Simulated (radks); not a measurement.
Q: Radial electron density D(r) = 4 pi r^2 rho(r) of an atom or ion with 21 electrons. Calculated with a radial shooting solver on a logarithmic mesh with Libxc functionals: scalar-relativistic Kohn-Sham, LB94 model potential, spin-polarised, spherical densities, finite nucleus; Fermi nuclear charge, rms radius of each element as measured or else 0.836 A^(1/3) + 0.57 fm.

r (bohr)  D(r) (e/bohr)  spin D(r)
0.001319         0.9735  0.0000239
0.001475          1.193  0.0000293
0.00165           1.460  0.0000358
0.001845          1.784  0.0000438
0.002064          2.176  0.0000534
0.002309          2.648  0.0000650
0.002582          3.217  0.0000789
0.002888          3.898  0.0000955
0.00323           4.709   0.000115
0.003613          5.672   0.000139
0.004042          6.809   0.000167
0.004485          8.040   0.000197
0.005016          9.576   0.000234
0.00561           11.35   0.000278
0.006275          13.38   0.000327
0.007019          15.69   0.000384
0.007851          18.27   0.000448
0.008781          21.11   0.000520
0.009822          24.20   0.000599
0.01099           27.48   0.000686
0.01229           30.90   0.000783
0.01374           34.35   0.000892
0.01537           37.71    0.00102
0.0172            40.83    0.00117
0.01923           43.56    0.00137
0.02151           45.71    0.00165
0.02406           47.16    0.00208
0.02691           47.78    0.00276
0.0301            47.56    0.00389
0.03367           46.55    0.00579
0.03766           44.97    0.00899
0.04212           43.12     0.0143
0.04674           41.54     0.0224
0.05228           40.42     0.0365
0.05848           40.33     0.0595
0.06541           41.56     0.0962
0.07316           44.13      0.154
0.08183           47.73      0.244
0.09153           51.71      0.380
0.1024            55.14      0.581
0.1145            57.01      0.870
0.1281            56.52       1.27
0.1433            53.30       1.81
0.1602            47.69       2.50
0.1792            40.68       3.34
0.2005            33.76       4.30
0.2242            28.43       5.32
0.2508            25.68       6.28
0.2805            25.59       7.08
0.3138            27.28       7.57
0.3509            29.20       7.64
0.3925            29.80       7.23
0.4391            28.11       6.38
0.4872            24.44       5.31
0.5449            18.97       4.01
0.6095            13.12       2.75
0.6817            8.009       1.71
0.7625            4.266      0.942
0.8529            1.959      0.456
0.954            0.7637      0.191
1.067            0.2489     0.0681
1.193           0.06660     0.0202
1.335           0.01434    0.00490
1.493          0.002433   0.000944

What is the nuclear charge?

A: Z = 38. The innermost maximum, from 1s, lies near gamma/Z bohr with gamma = sqrt(1 - (Z/c)^2) = 0.961, here 0.0253 bohr (found: 0.0276), and its height grows with Z. The density is that of the strontium ion Sr17+ in [Ar] 3d3; the configuration itself is not fixed sharply by these data, and Z only to a few units. D(r) has 3 maxima, at r = 0.0276, 0.118, 0.383 bohr, and minima at 0.0557, 0.265 bohr, inside which lie 2.05, 10.83 electrons.
